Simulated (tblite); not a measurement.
C₆H₁₄N₂Si₂.
Numbering: `[CH:1]#[C:2][CH2:3][NH:4][Si@@:5]1([CH3:6])[CH2:7][CH2:8][SiH2:9][NH:10]1` (hydrogens: H11 on C1; H12, H13 on C3; H14 on N4; H15, H16, H17 on C6; H18, H19 on C7; H20, H21 on C8; H22, H23 on Si9; H24 on N10)

Geometry (GFN2-xTB, Å), atoms numbered from 1 in this order:
```
atom  x, y, z in Å
C1     3.0331    1.3963    1.9556
C2     2.9280    0.5433    1.1225
C3     2.7234   -0.4365    0.0675
N4     1.5815   -0.1389   -0.7722
Si5   -0.0434   -0.4351   -0.2571
C6    -0.1175   -2.2120    0.4193
C7    -0.9224    0.8299    0.8685
C8    -2.3889    0.9180    0.4331
Si9   -2.4798    0.7448   -1.4559
N10   -1.0370   -0.1759   -1.6616
H11    3.1479    2.1258    2.7012
H12    3.6278   -0.4864   -0.5524
H13    2.5607   -1.4171    0.5209
H14    1.7281    0.7102   -1.2995
H15    0.3840   -2.9062   -0.2478
H16    0.3533   -2.2870    1.3947
H17   -1.1459   -2.5410    0.5264
H18   -0.8521    0.6003    1.9327
H19   -0.4523    1.8062    0.7338
H20   -2.9424    0.0952    0.8883
H21   -2.8475    1.8367    0.8000
H22   -3.6596   -0.0005   -1.9080
H23   -2.3926    2.0345   -2.1555
H24   -0.7981   -0.5850   -2.5465
```

Method: GFN2-xTB as coded in tblite; computed harmonic values from a numerical Hessian at the method's own geometry, unscaled. Against measured fundamentals such values can be off by several per cent, at times by over 20. Modes of hydrogen on silicon can be 10 to 20 % off. One conformer, not necessarily the lowest.

Harmonic wavenumbers (cm⁻¹): 26.3, 38.0, 57.7, 104.8, 121.1, 144.8, 160.0, 180.3, 213.5, 235.3, 246.9, 298.2, 350.8, 375.8, 391.1, 490.6, 494.7, 536.7, 561.6, 626.8, 640.2, 644.1, 674.1, 693.6, 745.1, 760.5, 785.7, 790.5, 803.8, 825.8, 850.0, 856.1, 925.6, 960.3, 975.3, 1053.5, 1067.9, 1132.8, 1138.3, 1143.0, 1163.4, 1275.8, 1290.6, 1295.0, 1352.5, 1368.2, 1441.0, 1486.2, 1489.7, 1493.4, 1501.2, 2186.0, 2221.9, 2284.6, 2893.9, 2955.2, 2963.8, 2969.2, 2976.3, 2988.1, 3042.1, 3042.7, 3052.4, 3389.4, 3430.0, 3516.4.

A = 1713, B = 583.4, C = 534.8 MHz; mass 170.070 u (most abundant isotopes); point group C1, symmetry number 1.

Task: Zero-point energy?

Result: Half the sum of the wavenumbers: 41095 cm⁻¹ = 491.61 kJ/mol.

Task: Give the ideal-gas entropy at 350 K and 1 bar in the rigid-rotor, harmonic-oscillator model (classical rotation).

Result: Translation 176.25, rotation 130.77, vibration 230.05: S = 537.1 J/(mol K).

Task: And Cp and H(350 K) − H(0)?

Result: Cp = 253.05 J/(mol K), of which vibrations give 219.79 (their classical limit is 66 R = 548.8); H(350 K) − H(0) = 52.01 kJ/mol without the zero-point energy, 40.37 from vibrations.

Task: Blend soft modes into free rotors: weight 1/[1 + (100 cm⁻¹/ν̃)⁴] for the oscillator and the rest for a rotor with moment μB/(μ + B), μ = h/(8π²ν), B = 10⁻⁴⁴ kg m². What vibrational entropy results?

Result: 207.00 J/(mol K) in place of 230.05, which changes −T·S at 350 K by +8.07 kJ/mol.

Task: What must be added to the electronic energy to get the Gibbs energy at 350 K and 1 bar?

Result: ZPE + [H(350 K) − H(0)] − T·S = 491.61 + 52.01 − 187.97 = 355.65 kJ/mol.

Task: How do the functions run with temperature in this model?

Result: 
| T (K) | S (J/(mol K)) | Cp (J/(mol K)) | H − H(0) (kJ/mol) | G − H(0) (kJ/mol) | ln q(vib) |
| --- | --- | --- | --- | --- | --- |
| 50 | 270.7 | 69.8 | 2.51 | -11.02 | 1.37 |
| 100 | 330.2 | 104.7 | 6.91 | -26.11 | 3.49 |
| 298.15 | 498.8 | 224.6 | 39.61 | -109.10 | 11.73 |
| 373.15 | 553.6 | 264.9 | 58.01 | -148.59 | 14.71 |
| 500 | 639.2 | 320.2 | 95.28 | -224.34 | 19.61 |
| 750 | 784.3 | 394.6 | 185.36 | -402.87 | 28.63 |
| 1000 | 905.0 | 443.5 | 290.50 | -614.46 | 36.78 |

q(vib) and H(0) count from the zero-point level.

Hindered rotation and anharmonicity are outside this model. Other conformers, if any are populated, would add a mixing term that is left out. The structure is chiral; the term R ln 2 for an equal mix with its mirror image is left out.

Hardware: Arm Neoverse V2, one thread, no GPU, shared host with 96 logical CPUs at a one-minute load of 49. Cost: 1.3 s wall. This covers the Hessian and the dipole derivatives.
